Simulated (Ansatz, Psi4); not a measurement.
# Exact exchange and the HOMO–LUMO gap of AsF3 (arsenic trifluoride)

The species is AsF3 (4 atoms), meant as a singlet with charge 0. SMILES: `F[As](F)F`. Geometry: relaxed at PBE0-D4/def2-TZVP.

The HOMO–LUMO gap y, in eV, basis cc-pVDZ; a is the functional's share of exact exchange. Programs: Ansatz 0.2.0, Psi4 1.11.

| functional | program | a | y (eV) |
| --- | --- | --- | --- |
| revPBE | Psi4 | 0 | 6.63 |
| r2SCAN | Ansatz | 0 | 7.20 |
| TPSSh | Psi4 | 0.1 | ? |
| B3LYP | Psi4 | 0.2 | 8.51 |
| PBE0 | Ansatz | 0.25 | 8.99 |
| r2SCAN0 | Ansatz | 0.25 | 9.39 |
| BHLYP | Ansatz | 0.5 | 11.34 |

**Question.** Fit y = c + s·a to the known rows and predict TPSSh.

**Answer.** 
1. Means of the 6 rows: a = 0.2000, y = 8.677.
2. Σ(Δa)² = 0.175, Σ(Δa·Δy) = 1.555, so the slope is 1.555/0.175 = 8.8857.
3. Intercept: 8.677 − (8.8857) × 0.2000 = 6.900. The largest residual of the fit is 0.30.
4. TPSSh: 6.900 + (8.8857) × 0.1 = 7.79 eV.

The run gave 7.74 eV, so the prediction is off by +0.05 eV, within the largest residual. Exact exchange lowers occupied levels and raises empty ones. The rows mix families of semi-local functionals, which the line can't see.
